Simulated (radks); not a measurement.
Values are calculated unless marked as measured or tabulated.
Spherical quantum dot in the effective-mass picture: electrons in a well V = -V0 / (1 + exp((r - R)/a)) with V0 = 19.8, R = 3.23, a = 0.33, with a point charge +2 (a donor) at the centre, all in effective atomic units (hartree* = m*/eps^2 hartree, bohr* = eps/m* bohr), one dielectric constant everywhere. Level of theory: non-relativistic Kohn-Sham, LDA (Slater exchange, Perdew-Wang correlation), spin-polarised, spherical densities (a radial shooting solver with Libxc functionals). Levels are named by radial order and angular momentum (1s, 1p, 1d, 2s, ...), and open shells are averaged over m.

N = 22, configuration 1s2 1p6 1d10 2s2 1f(up 2, down 0). This is the lowest configuration that the search found. Occupied and some empty levels:

level    occupation  eigenvalue (hartree*)  <r> (bohr*)
1s up             1                -10.209        1.423
1s down           1                -10.192        1.405
1p up             3                -9.6228        1.929
1p down           3                -9.5935        1.925
2s up             1                -9.1293        1.401
2s down           1                -9.1124        1.414
1d up             5                -9.0117        2.074
1d down           5                -8.9796        2.073
1f up             2                -8.2513        2.182
1f down           0                -8.2179        2.182
2p up             0                -7.5207        1.677
2p down           0                -7.5037        1.677
1g up             0                -7.3541        2.273
1g down           0                -7.3204        2.273
2d up             0                -6.3777        1.900
2d down           0                -6.3576        1.899

Energy (hartree*): total -311.662, kinetic 30.744, external -443.22, Hartree 112.55, exchange-correlation -11.741.

Electron density:

r (bohr*)  n(r) (e/bohr*^3)
0.181                 2.289
0.383                 1.075
0.585                0.5386
0.787                0.3087
0.989                0.2285
1.19                 0.2276
1.39                 0.2677
1.59                 0.3188
1.80                 0.3521
2.00                 0.3434
2.20                 0.2846
2.40                 0.1929
2.60                 0.1030
2.81                0.04187
3.01                0.01272
3.21               0.002902
3.41              0.0005173
3.62             0.00007599
3.82              9.849e-06
4.02              1.197e-06
